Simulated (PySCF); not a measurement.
Level of theory: PBE-D3(BJ)/def2-TZVP // PBE0-D4/def2-TZVP in PySCF 2.14.0. Gas-phase values, no solvent. One relaxed conformer stands for a flexible species; it need not be the lowest. Excitations are Tamm–Dancoff values on a coarser integration grid. The basis has no diffuse functions, so Rydberg states are missing or too high.

Reference species (SMILES): `B1CC1` (neutral, multiplicity 1).

```
Item                       Value
----------------------  --------
T1 excitation (TDA)      3.29 eV
S1–T1 gap (TDA)          0.70 eV
HOMO                    -6.11 eV
S1 oscillator strength     0.000
```

Changed species: `BC=C`.

Task: Predict the effect on the T1 excitation (TDA), S1–T1 gap (TDA), HOMO and S1 oscillator strength.

Result: the T1 excitation (TDA) rises by 0.32 eV, to 3.61 eV; the S1–T1 gap (TDA) rises by 0.43 eV, to 1.13 eV; the HOMO drops by 1.38 eV, to -7.49 eV; the S1 oscillator strength is nearly the same.
